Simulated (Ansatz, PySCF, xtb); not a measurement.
Pair of molecules: CH4 (SMILES C) (first 5 atoms) with H4OSi (SMILES O[SiH3]); geometry from B3LYP-D3(BJ)/def2-TZVP.
(charge 0, multiplicity 1):
```
atom    x (Å)    y (Å)    z (Å)
----  -------  -------  -------
C      0.0210  -0.1589   0.0474
H     -0.1249   0.6492   0.7624
H     -0.3676  -1.0875   0.4642
H     -0.5072   0.0706  -0.8773
H      1.0841  -0.2744  -0.1611
O     -0.0175   1.2971   3.4036
Si    -0.1028  -0.2839   3.8826
H      0.7561   1.8087   3.6514
H      1.0159  -1.0855   3.3294
H     -1.3890  -0.7918   3.3689
H     -0.0663  -0.4028   5.3617
```

Monomers are frozen at their geometry in the pair; levels with a basis set take the counterpoise correction.

Cores are frozen in the correlated methods.

Codes used: Ansatz (an electronic-structure program) with Gaussian orbitals; PySCF for the dispersion terms; xtb for the GFN methods. 

What is the computed interaction energy (GFN1-xTB)?

-45 meV

What interaction energy does B2PLYP-D3(BJ)/def2-TZVPPD give?

-36 meV

What is the computed interaction energy (MP2/aug-cc-pV(D+d)Z)?

-27 meV
